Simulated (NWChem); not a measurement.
# CHBClF$_{3}$O; SMILES OB(Cl)C(F)(F)F

```xyz
8

B     -0.4750     0.6114     0.0016
C      0.1199    -0.8914     0.0006
F      0.8616    -1.1457    -1.0794
F     -0.8988    -1.7829     0.0012
F      0.8629    -1.1458     1.0797
Cl     0.6169     1.9697    -0.0038
O     -1.7952     0.7943     0.0066
H     -2.2801    -0.0426     0.0087
```
Atoms are numbered in this order, from 1.

Computed with NWChem. Structure relaxed at the PBE0/def2-SVP level. GIAO values for the isolated, static molecule; σ is the absolute isotropic shielding, δ = σ(reference) − σ with the isolated reference molecule computed at the same levels (11B: boron trifluoride, 13C: tetramethylsilane, 19F: trichlorofluoromethane, 1H: tetramethylsilane, 17O: water).

For level PBE/pcSseg-1:

```
Item                      Value
-----------------------  ------
δ B1 (ppm)                 22.9
δ C2 (ppm)                131.3
δ F3 (rotor mean) (ppm)  -100.0
σ Cl6 (ppm)               797.6
δ O7 (ppm)                191.1
δ H8 (ppm)                 6.62
```

### Question
Estimate the same quantities for level KT2/pcSseg-1.

### Answer
* **δ B1 (ppm)**: 21.0
* **δ C2 (ppm)**: 126.2
* **δ F3 (rotor mean) (ppm)**: -106.8
* **σ Cl6 (ppm)**: 818.5
* **δ O7 (ppm)**: 180.3
* **δ H8 (ppm)**: 6.46
